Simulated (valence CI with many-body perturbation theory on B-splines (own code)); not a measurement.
# E1 line list for Xe⁴⁰⁺

Calculated by valence CI with perturbative core correlation (CI+MBPT): four valence electrons over a frozen Dirac-Fock core [Ne], a basis of 11 s, 11 p, 9 d, 7 f, 5 g, 2 h, 1 i functions for each j, with the one-electron correlation potential Σ1 (screened to all orders), the two-electron term Σ2, the three-electron term Σ3, Breit, model QED; selected single and double excitations, second order for the rest (own B-spline code, finite nucleus).

The last digits are not significant, and no measured levels were compared; by estimate large intervals hold to a few tenths of a per cent, small ones and those within an open d or f shell to about a per cent.

Lines 51 to 100 of 227 in falling wavelength, among levels below 3833.5 × 10³ cm⁻¹, chosen from the strongest by gf and those to the six lowest levels. Wavelengths and rates use the calculated energies. Electric multipoles are in the length gauge, E1 and E2 with the static RPA response of the core. Weak lines are less certain than strong ones. Lines between different terms over intervals too small for the method are left out, as are lines whose strength nearly cancels. Where a level lies close to another of its J and parity, the split of strength between their lines is uncertain. The highest levels of a list are the least certain.

Levels are named by their leading jj configuration (3d3/2^4 stands for four electrons in 3d with j = 3/2), which in mixed levels can hold well under half, so a name can repeat and another be missing. Letters in brackets count levels of one name in rising energy.

```csv
λ vac (nm),Upper,Lower,A (s⁻¹),S (a.u.) with core polarisation,S without
10.68,(3s 3p1/2 3p3/2 3d5/2) J=2 [d],(3s^2 3p3/2 3d5/2) J=3,5.61e+09,1.69e-02,1.72e-02
10.62,(3s 3p1/2 3p3/2 3d3/2) J=2 [b],(3s 3p1/2 3p3/2^2) J=1 [a],2.74e+09,8.10e-03,8.27e-03
10.56,(3s 3p1/2 3p3/2^2) J=1 [a],(3s^2 3p3/2^2) J=2,3.54e+09,6.17e-03,6.30e-03
10.46,(3s 3p1/2 3p3/2 3d3/2) J=2 [a],(3s 3p1/2 3p3/2^2) J=3,1.03e+10,2.92e-02,2.98e-02
10.42,(3s 3p1/2 3p3/2 3d3/2) J=1 [d],(3s^2 3p3/2 3d5/2) J=2,4.66e+09,7.80e-03,7.96e-03
10.40,(3p1/2^2 3p3/2^2) J=0,(3s 3p1/2 3p3/2^2) J=1 [a],3.00e+10,1.66e-02,1.70e-02
10.34,(3s 3p1/2^2 3d5/2) J=2,(3s 3p1/2 3p3/2^2) J=2 [a],4.55e+09,1.24e-02,1.27e-02
10.23,(3s 3p1/2 3p3/2 3d3/2) J=2 [a],(3s^2 3p1/2 3d5/2) J=2,2.83e+09,7.46e-03,7.61e-03
10.22,(3s 3p1/2 3p3/2^2) J=2 [b],(3s^2 3p3/2^2) J=2,9.18e+09,2.42e-02,2.47e-02
10.18,(3s 3p1/2^2 3p3/2) J=1,(3s^2 3p1/2 3p3/2) J=1,3.68e+09,5.74e-03,5.86e-03
10.07,(3s 3p1/2 3p3/2 3d5/2) J=3 [c],(3s^2 3p3/2 3d5/2) J=4,9.41e+09,3.32e-02,3.39e-02
10.06,(3s 3p1/2 3p3/2 3d5/2) J=4 [c],(3s^2 3p3/2 3d5/2) J=4,6.31e+09,2.86e-02,2.91e-02
9.985,(3s 3p1/2 3p3/2 3d3/2) J=2 [e],(3s^2 3p3/2 3d3/2) J=3,1.12e+10,2.75e-02,2.80e-02
9.698,(3s 3p1/2 3p3/2^2) J=1 [b],(3s^2 3p3/2^2) J=2,7.46e+09,1.01e-02,1.03e-02
9.676,(3s 3p1/2 3p3/2 3d3/2) J=3 [a],(3s 3p1/2 3p3/2^2) J=3,2.07e+09,6.49e-03,6.62e-03
9.625,(3s 3p1/2 3p3/2 3d3/2) J=2 [b],(3s 3p1/2 3p3/2^2) J=3,1.50e+10,3.30e-02,3.36e-02
9.594,(3s 3p1/2^2 3d3/2) J=1,(3s 3p1/2^2 3p3/2) J=1,5.86e+09,7.66e-03,7.81e-03
9.435,(3s 3p1/2 3p3/2 3d3/2) J=2 [c],(3s 3p1/2 3p3/2^2) J=2 [b],6.92e+09,1.43e-02,1.46e-02
8.823,(3s^2 3p1/2 3d3/2) J=2,(3s^2 3p1/2 3p3/2) J=2,1.35e+09,2.28e-03,2.32e-03
8.564,(3s 3p1/2 3p3/2 3d3/2) J=2 [a],(3s 3p1/2 3p3/2^2) J=2 [a],3.98e+09,6.17e-03,6.30e-03
8.439,(3s^2 3p1/2 3d3/2) J=2,(3s^2 3p1/2 3p3/2) J=1,6.72e+07,9.96e-05,1.01e-04
8.414,(3s 3p1/2 3p3/2 3d3/2) J=2 [b],(3s^2 3p1/2 3d5/2) J=3,5.67e+09,8.34e-03,8.50e-03
8.356,(3s^2 3p3/2 3d3/2) J=1,(3s^2 3p3/2^2) J=0,2.51e+08,2.17e-04,2.23e-04
8.344,(3s 3p1/2 3p3/2 3d3/2) J=3 [b],(3s 3p1/2 3p3/2^2) J=3,2.58e+09,5.19e-03,5.29e-03
8.317,(3s 3p1/2^2 3d3/2) J=1,(3s 3p1/2^2 3p3/2) J=2,2.10e+09,1.79e-03,1.82e-03
8.108,(3s 3p1/2^2 3d3/2) J=2,(3s 3p1/2^2 3p3/2) J=2,6.38e+09,8.39e-03,8.54e-03
7.869,(3s 3p1/2 3p3/2^2) J=2 [a],(3s^2 3p1/2 3p3/2) J=2,4.33e+08,5.20e-04,5.28e-04
7.665,(3s^2 3p3/2 3d3/2) J=2,(3s^2 3p3/2^2) J=2,2.97e+09,3.30e-03,3.36e-03
7.649,(3s 3p1/2^2 3d5/2) J=2,(3s 3p1/2^2 3p3/2) J=1,1.27e+10,1.40e-02,1.43e-02
7.645,(3s^2 3p3/2 3d5/2) J=2,(3s^2 3p3/2^2) J=2,1.23e+09,1.36e-03,1.37e-03
7.641,(3s^2 3p3/2 3d3/2) J=3,(3s^2 3p3/2^2) J=2,4.59e+09,7.08e-03,7.21e-03
7.637,(3s^2 3p3/2 3d3/2) J=1,(3s^2 3p3/2^2) J=2,1.09e+08,7.19e-05,7.46e-05
7.603,(3s 3p1/2 3p3/2 3d5/2) J=3 [a],(3s 3p1/2 3p3/2^2) J=3,7.92e+09,1.20e-02,1.22e-02
7.562,(3s 3p1/2 3p3/2^2) J=2 [a],(3s^2 3p1/2 3p3/2) J=1,8.06e+08,8.60e-04,8.69e-04
7.504,(3s^2 3p1/2 3d5/2) J=3,(3s^2 3p1/2 3p3/2) J=2,9.29e+09,1.36e-02,1.38e-02
7.480,(3s 3p1/2 3p3/2 3d5/2) J=3 [a],(3s^2 3p1/2 3d5/2) J=2,6.14e+09,8.88e-03,9.05e-03
7.415,(3s^2 3p1/2 3d3/2) J=1,(3s^2 3p1/2 3p3/2) J=2,3.27e+09,1.98e-03,2.02e-03
7.335,(3s 3p1/2 3p3/2 3d3/2) J=2 [e],(3s 3p1/2 3p3/2^2) J=1 [a],4.84e+09,4.71e-03,4.80e-03
7.261,(3s 3p1/2 3p3/2 3d5/2) J=2 [b],(3s 3p1/2 3p3/2^2) J=3,1.42e+10,1.34e-02,1.37e-02
7.255,(3s 3p1/2 3p3/2 3d5/2) J=1 [b],(3s 3p1/2 3p3/2^2) J=1 [a],9.12e+09,5.16e-03,5.25e-03
7.201,(3s 3p1/2 3p3/2 3d5/2) J=4 [b],(3s 3p1/2 3p3/2^2) J=3,2.80e+10,4.65e-02,4.73e-02
7.180,(3s 3p1/2 3p3/2 3d5/2) J=0,(3s 3p1/2 3p3/2^2) J=1 [b],1.13e+11,2.06e-02,2.10e-02
7.143,(3s 3p1/2 3p3/2 3d3/2) J=2 [c],(3s 3p1/2 3p3/2^2) J=2 [a],6.59e+09,5.92e-03,6.03e-03
7.142,(3s^2 3p1/2 3d3/2) J=1,(3s^2 3p1/2 3p3/2) J=1,5.84e+07,3.15e-05,3.28e-05
7.099,(3s 3p1/2^2 3d5/2) J=3,(3s 3p1/2^2 3p3/2) J=2,4.28e+10,5.29e-02,5.38e-02
7.093,(3s 3p1/2 3p3/2 3d3/2) J=3 [b],(3s 3p1/2 3p3/2^2) J=2 [a],2.20e+10,2.71e-02,2.76e-02
7.045,(3s 3p1/2 3p3/2 3d5/2) J=3 [b],(3s^2 3p1/2 3d5/2) J=2,2.54e+10,3.07e-02,3.13e-02
7.025,(3s 3p1/2 3p3/2 3d5/2) J=2 [d],(3s 3p1/2 3p3/2^2) J=1 [b],1.11e+11,9.50e-02,9.67e-02
7.013,(3s 3p1/2 3p3/2 3d5/2) J=3 [d],(3s 3p1/2 3p3/2^2) J=2 [b],1.32e+11,1.58e-01,1.61e-01
7.001,(3s 3p1/2 3p3/2 3d5/2) J=2 [c],(3s 3p1/2 3p3/2^2) J=2 [b],3.02e+10,2.56e-02,2.60e-02
```
